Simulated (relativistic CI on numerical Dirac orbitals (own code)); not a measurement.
# Sensitivity of the levels of Bi21+ to α and to the nuclear radius

Computed by Dirac-Coulomb-Breit CI, KLI orbitals optimised for each configuration, derivatives by finite differences, unscaled Slater integrals, QED left out (own radial code, finite nucleus).

Configuration list (outside the closed core [Kr] 4d10): 4f14 5s2, 4f14 5s 5p, 4f14 5s 5d, 4f13 5s2 5p, 4f14 5p2, 4f13 5p3, 4f14 5d2, 4f13 5p 5d2. Double excitations out of closed p, d and f shells are left out; levels of such configurations are missing from the list, as are those of other unlisted configurations, and high levels can miss mixing partners.

With x = (α/α₀)² − 1 an excitation energy changes as ω = ω₀ + qx; K = 2q/ω₀ is the relative enhancement. Terms are leading LS components, so labels can repeat. The field-shift factor is F = δν/δ⟨r²⟩ for the transition from the lowest level.

Lowest level 4f14 5s2 1S_0.

| Level | ω₀ (cm⁻¹) | q (cm⁻¹) | F (GHz/fm²) |
| --- | --- | --- | --- |
| 4f14 5s 5p 3P°_0 | 352995 | 68410 | -1050 |
| 4f14 5s 5p 3P°_1 | 383449 | 81460 | -1060 |
| 4f14 5s 5p 3P°_2 | 630609 | 432300 | -1150 |
| 4f13 5s2 5p 3D_3 | 706755 | -567200 | 179 |
| 4f13 5s2 5p 3G_4 | 710621 | -567200 | 179 |
| 4f14 5s 5p 1P°_1 | 711941 | 419200 | -1140 |
| 4f13 5s2 5p 3G_3 | 751215 | -528000 | 183 |
| 4f13 5s2 5p 3F_2 | 759895 | -524000 | 181 |
| 4f14 5p2 3P_0 | 813521 | 156500 | -2130 |
| 4f13 5s2 5p 3G_5 | 981579 | -201900 | 76.2 |
| 4f13 5s2 5p 3D_2 | 985029 | -199000 | 74.2 |
| 4f13 5s2 5p 1F_3 | 993465 | -202300 | 76.4 |
| 4f13 5s2 5p 3F_4 | 1001940 | -200900 | 76.3 |

At this charge transitions that keep the count of f electrons are usually good to a few per cent. Levels that differ in their count of f electrons can be misplaced by several ten thousand cm⁻¹, since the correlation energy of f electrons is missing or only estimated; rates across such gaps can be off by orders of magnitude.

Problem. Which transition from the lowest level has the largest |K|?

Solution. 4f13 5s2 5p 3D_3 at 706755 cm⁻¹, K = -1.61.
